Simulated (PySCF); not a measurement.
C$_{6}$H$_{14}$Te, charge +1, doublet, geometry from GFN2-xTB (a state made from the parent by changing its charge; the spin is typed, not shown lowest) (core potentials on Te); DF-PBE0/def2-SVP in PySCF.

Input for PySCF:
```python
from pyscf import gto, scf, dft

mol = gto.Mole()
mol.atom = '''
    C     1.833689    1.325901    1.253079
    C     1.638261   -0.137298    0.891903
    C     2.898006   -0.795518    0.365248
    Te    0.028431   -0.330112   -0.623474
    C    -1.658865    0.412050    0.616104
    C    -2.114105    1.751797    0.060323
    C    -2.759178   -0.634839    0.589254
    H     2.205617    1.894829    0.403294
    H     2.578448    1.384008    2.046008
    H     0.920301    1.789616    1.622854
    H     1.240619   -0.691068    1.750106
    H     2.726934   -1.836703    0.093507
    H     3.658303   -0.774378    1.144898
    H     3.294525   -0.263458   -0.498491
    H    -1.249361    0.522684    1.624303
    H    -1.312905    2.489337    0.065041
    H    -2.497959    1.651469   -0.953728
    H    -2.922665    2.127850    0.686862
    H    -2.418127   -1.590680    0.983941
    H    -3.147207   -0.782624   -0.417767
    H    -3.581781   -0.287643    1.214361
'''
mol.basis = 'def2-svp'
mol.ecp = {'Te': 'def2-svp'}
mol.charge = 1
mol.spin = 1
mol.verbose = 4
mol.build()

mf = dft.ROKS(mol)
mf.xc = 'pbe0'
mf = mf.density_fit(auxbasis='def2-universal-jkfit')
mf.kernel()
```

The log (banner, timings and long lists left out):

```
PySCF version 2.14.0

[INPUT] verbose = 4
[INPUT] num. atoms = 21
[INPUT] num. electrons = 73
[INPUT] charge = 1
[INPUT] spin (= nelec alpha-beta = 2S) = 1
[INPUT] symmetry False subgroup None
[INPUT] Mole.unit = angstrom
[INPUT] Symbol           X                Y                Z      unit          X                Y                Z       unit  Magmom
[INPUT]  1 C      1.833689000000   1.325901000000   1.253079000000 AA    3.465170007628   2.505589758287   2.367976122444 Bohr   0.0
[INPUT]  2 C      1.638261000000  -0.137298000000   0.891903000000 AA    3.095864610556  -0.259455617451   1.685452399678 Bohr   0.0
[INPUT]  3 C      2.898006000000  -0.795518000000   0.365248000000 AA    5.476437647346  -1.503311147162   0.690218687545 Bohr   0.0
[INPUT]  4 Te     0.028431000000  -0.330112000000  -0.623474000000 AA    0.053726803448  -0.623821270432  -1.178195105787 Bohr   0.0
[INPUT]  5 C     -1.658865000000   0.412050000000   0.616104000000 AA   -3.134800527627   0.778661649627   1.164267824249 Bohr   0.0
[INPUT]  6 C     -2.114105000000   1.751797000000   0.060323000000 AA   -3.995079448574   3.310416555835   0.113993949012 Bohr   0.0
[INPUT]  7 C     -2.759178000000  -0.634839000000   0.589254000000 AA   -5.214090748925  -1.199671843193   1.113528677804 Bohr   0.0
[INPUT]  8 H      2.205617000000   1.894829000000   0.403294000000 AA    4.168012065685   3.580707862883   0.762115207680 Bohr   0.0
[INPUT]  9 H      2.578448000000   1.384008000000   2.046008000000 AA    4.872560546433   2.615396074207   3.866394768669 Bohr   0.0
[INPUT] 10 H      0.920301000000   1.789616000000   1.622854000000 AA    1.739116842163   3.381884108140   3.066749600155 Bohr   0.0
[INPUT] 11 H      1.240619000000  -0.691068000000   1.750106000000 AA    2.344430134932  -1.305929253451   3.307221028958 Bohr   0.0
[INPUT] 12 H      2.726934000000  -1.836703000000   0.093507000000 AA    5.153158419765  -3.470865642167   0.176702620730 Bohr   0.0
[INPUT] 13 H      3.658303000000  -0.774378000000   1.144898000000 AA    6.913190750675  -1.463362336888   2.163543660562 Bohr   0.0
[INPUT] 14 H      3.294525000000  -0.263458000000  -0.498491000000 AA    6.225749960533  -0.497863465326  -0.942011465561 Bohr   0.0
[INPUT] 15 H     -1.249361000000   0.522684000000   1.624303000000 AA   -2.360950120713   0.987729609692   3.069487813309 Bohr   0.0
[INPUT] 16 H     -1.312905000000   2.489337000000   0.065041000000 AA   -2.481030877572   4.704165161746   0.122909676868 Bohr   0.0
[INPUT] 17 H     -2.497959000000   1.651469000000  -0.953728000000 AA   -4.720458380392   3.120824113209  -1.802284717329 Bohr   0.0
[INPUT] 18 H     -2.922665000000   2.127850000000   0.686862000000 AA   -5.523036403852   4.021053734156   1.297981065371 Bohr   0.0
[INPUT] 19 H     -2.418127000000  -1.590680000000   0.983941000000 AA   -4.569597764416  -3.005949551823   1.859379012731 Bohr   0.0
[INPUT] 20 H     -3.147207000000  -0.782624000000  -0.417767000000 AA   -5.947359287314  -1.478945018512  -0.789465213881 Bohr   0.0
[INPUT] 21 H     -3.581781000000  -0.287643000000   1.214361000000 AA   -6.768585128171  -0.543566491648   2.294809706353 Bohr   0.0

nuclear repulsion = 444.365101337098
number of shells = 88
number of NR pGTOs = 303
number of NR cGTOs = 180
basis = def2-svp
ecp = {'Te': 'def2-svp'}

******** <class 'pyscf.df.df_jk.DFROKS'> ********
method = DFROKS
initial guess = minao
damping factor = 0
level_shift factor = 0
DIIS = <class 'pyscf.scf.diis.CDIIS'>
diis_start_cycle = 1
diis_space = 8
diis_damp = 0
SCF conv_tol = 1e-09
SCF conv_tol_grad = None
SCF max_cycles = 50
direct_scf = False
num. doubly occ = 36  num. singly occ = 1
XC library pyscf.dft.libxc version 7.1.2
    S. Lehtola, C. Steigemann, M. J. T. Oliveira, and M. A. L. Marques,  SoftwareX 7, 1–5 (2018)
XC functionals = pbe0
    C. Adamo and V. Barone,  J. Chem. Phys. 110, 6158 (1999)
    M. Ernzerhof and G. E. Scuseria,  J. Chem. Phys. 110, 5029 (1999)
radial grids:
    Treutler-Ahlrichs [JCP 102, 346 (1995); DOI:10.1063/1.469408] (M4) radial grids

becke partition: Becke, JCP 88, 2547 (1988); DOI:10.1063/1.454033
pruning grids: <function nwchem_prune>
grids dens level: 3
symmetrized grids: False
atomic radii adjust function: <function treutler_atomic_radii_adjust>
small_rho_cutoff = 0
Set gradient conv threshold to 3.16228e-05
tot grids = 243984
******** <class 'pyscf.df.df.DF'> ********
auxbasis = def2-universal-jkfit
init E= -476.935263397699
  HOMO = -0.682424088438674  LUMO = -0.590143255292842  gap/eV = 2.51109
cycle= 1 E= -501.637993240126  delta_E= -24.7  |g|=  3.1  |ddm|= 6.76
  HOMO = -0.124630109987656  LUMO = -0.0876203849355495  gap/eV = 1.00709
cycle= 2 E= -497.761963456354  delta_E= 3.88  |g|= 3.88  |ddm|= 15.1

WARN: HOMO -0.262693230030711 >= LUMO -0.437050631181906

cycle= 3 E= -503.482630202111  delta_E= -5.72  |g|= 1.23  |ddm|= 14.4

WARN: HOMO -0.192868679677826 >= LUMO -0.371170699866678

cycle= 4 E= -503.454897071226  delta_E= 0.0277  |g|= 1.16  |ddm|= 6.36
  HOMO = -0.404858833908287  LUMO = -0.227006773062202  gap/eV = 4.83960
cycle= 5 E= -504.338269984051  delta_E= -0.883  |g|=  0.2  |ddm|= 5.93
  HOMO = -0.39874968964593  LUMO = -0.213675432359317  gap/eV = 5.03613
cycle= 6 E= -504.342563396847  delta_E= -0.00429  |g|= 0.178  |ddm|= 0.298
  HOMO = -0.398073979162781  LUMO = -0.206500392265188  gap/eV = 5.21298
cycle= 7 E= -504.351434436386  delta_E= -0.00887  |g|= 0.0327  |ddm|= 0.151
  HOMO = -0.399502576706066  LUMO = -0.20625885587093  gap/eV = 5.25843
cycle= 8 E= -504.351712112147  delta_E= -0.000278  |g|= 0.00896  |ddm|= 0.0294
  HOMO = -0.400339143145855  LUMO = -0.206726012389366  gap/eV = 5.26848
cycle= 9 E= -504.351735364774  delta_E= -2.33e-05  |g|= 0.00244  |ddm|= 0.00847
  HOMO = -0.400567189348845  LUMO = -0.206908896530923  gap/eV = 5.26971
cycle= 10 E= -504.351737376372  delta_E= -2.01e-06  |g|= 0.00111  |ddm|= 0.00331
  HOMO = -0.400477400239957  LUMO = -0.206900678472776  gap/eV = 5.26749
cycle= 11 E= -504.351737669889  delta_E= -2.94e-07  |g|= 0.000531  |ddm|= 0.00122
  HOMO = -0.400483550878471  LUMO = -0.206886342681665  gap/eV = 5.26805
cycle= 12 E= -504.351737771852  delta_E= -1.02e-07  |g|= 0.00018  |ddm|= 0.000581
  HOMO = -0.400511243683038  LUMO = -0.206919426161726  gap/eV = 5.26790
cycle= 13 E= -504.351737783327  delta_E= -1.15e-08  |g|= 3.42e-05  |ddm|= 0.000282
  HOMO = -0.400508177928202  LUMO = -0.206916156336654  gap/eV = 5.26791
cycle= 14 E= -504.351737783677  delta_E= -3.51e-10  |g|= 9.69e-06  |ddm|= 4.63e-05
  HOMO = -0.400505957509681  LUMO = -0.206915099232528  gap/eV = 5.26788
Extra cycle  E= -504.351737783665  delta_E= 1.26e-11  |g|= 1.17e-05  |ddm|= 2.41e-05
converged SCF energy = -504.351737783665
```
